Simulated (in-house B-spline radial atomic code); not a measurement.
Computed with a B-spline radial atomic code. Model: two electrons, singlet ground state, non-relativistic, full CI in B-splines with partial waves to l = 8 (at full coupling up to 3e-4 hartree above the limit, correlation up to 0.6 % small), density held at that of full coupling by Lieb maximisation.

Along the adiabatic connection the electron repulsion is scaled by a coupling λ while a local potential keeps the density fixed. At λ = 0 the system is the Kohn-Sham one and W equals the exchange energy; the exchange-correlation energy is the area under W between 0 and 1. The kinetic energy rises with λ as the electrons avoid each other, with dT/dλ = −λ dW/dλ.

Command:
```bash
python run_ac.py task.json out
```
Settings (lengths in bohr, energies in hartree):
```
potential              gauss
strength               3.17
lmax                   8
second                 4.38
```

Cost of the run: 13 s on 1 thread of Intel(R) Xeon(R) Processor @ 2.30GHz, with other jobs on the host.

**W = mean repulsion less Hartree energy, and W of three functionals.**

Given: confinement Gaussian well; well depth 3.17 hartree; well width 4.38 bohr; external potential -V exp(-r^2/w^2).

Computed: LDA exchange minus exact 74.936 millihartree; SCAN exchange minus exact 1.7536 millihartree.

| coupling | W xc (hartree) | W xc minus exchange (millihartree) | kinetic minus Kohn-Sham (millihartree) | LDA (PW92) W minus its exchange (millihartree) | PBE W minus its exchange (millihartree) | SCAN W minus its exchange (millihartree) |
| --- | --- | --- | --- | --- | --- | --- |
| 0 | -0.51647 | 0 | 0 | 0 | 0 | 0 |
| 0.02 | ? | ? | ? | ? | ? | ? |
| 0.05 | -0.52132 | -4.857 | 0.12 | -20.71 | -7.65 | -4.59 |
| 0.12 | -0.52776 | -11.297 | 0.67 | -38.33 | -16.95 | -10.56 |
| 0.25 | -0.53871 | -22.243 | 2.68 | -61.71 | -31.58 | -20.64 |
| 0.4 | ? | ? | ? | ? | ? | ? |
| 0.6 | -0.5628 | -46.332 | 12.71 | -102.55 | -61.3 | -43.03 |
| 0.8 | -0.57381 | -57.344 | 20.39 | -119.1 | -74.42 | -53.54 |
| 1 | -0.58329 | -66.828 | 28.9 | -132.85 | -85.69 | -62.8 |
| 1.4 | -0.59875 | -82.284 | 47.31 | -154.78 | -104.22 | -78.38 |
| 2 | -0.61586 | -99.392 | 76.1 | -178.99 | -125.35 | -96.43 |
| 3 | -0.63493 | -118.47 | 123.07 | -206.71 | -150.2 | -117.58 |
| 4.5 | -0.6525 | -136.03 | 187.81 | -233.6 | -174.82 | -137.65 |
| 7 | -0.66926 | -152.79 | 282.09 | -261 | -200.29 | -156.44 |
| 10 | -0.6809 | -164.44 | 379.61 | -281.29 | -219.34 | -168.54 |

What belongs in the row 0.02?

W xc (hartree): -0.51843; W xc minus exchange (millihartree): -1.969; kinetic minus Kohn-Sham (millihartree): 0.02; LDA (PW92) W minus its exchange (millihartree): -10.4; PBE W minus its exchange (millihartree): -3.19; SCAN W minus its exchange (millihartree): -1.88.

What belongs in the row 0.4?

W xc (hartree): -0.5499; W xc minus exchange (millihartree): -33.431; kinetic minus Kohn-Sham (millihartree): 6.3; LDA (PW92) W minus its exchange (millihartree): -81.8; PBE W minus its exchange (millihartree): -45.65; SCAN W minus its exchange (millihartree): -30.96.

What is the PBE exchange minus exact?

21.881 millihartree.

**Energy parts, natural occupations and partial-wave weights.**

Computed: total energy -4.2106 hartree; correlation energy -0.037925 hartree; kinetic part of the DFT correlation energy 0.028903 hartree; initial slope twice GL2 -0.099354 hartree; kinetic part over minus potential part 0.4325; Hartree energy 1.0329 hartree; Lieb Oxford ratio E_xc over LDA exchange 1.2556.

```csv
natural,occupation of the shell (electrons)
s,1.9502
p,?
s,0.0028755
d,0.0011026
p,0.00027045
f,0.00012651
```

What belongs in the row p?

occupation of the shell (electrons): 0.04526.

```json
{"wave": "s", "weight": "0.97656"}
{"wave": "p", "weight": "?"}
{"wave": "d", "weight": "0.00057643"}
{"wave": "f", "weight": "6.9922e-05"}
{"wave": "g", "weight": "1.5194e-05"}
```

What belongs in the row p?

weight: 0.022773.

What is the Kohn-Sham kinetic?

0.62837 hartree.

What is the exchange energy?

-0.51647 hartree.

Half-way to full coupling W has made 60 % of its drop, against 50 % for a straight line, and second-order (GL2) theory, half the initial slope, overshoots the correlation energy by about 31 %: a marked bend. Over couplings 0 to 1 the errors in E_xc come to about +27 millihartree for LDA, +9.4 millihartree for PBE, +4.3 millihartree for SCAN, so SCAN is nearest. In LDA and PBE the errors of exchange and correlation have opposite signs, so the sum is smaller than the larger of the two.
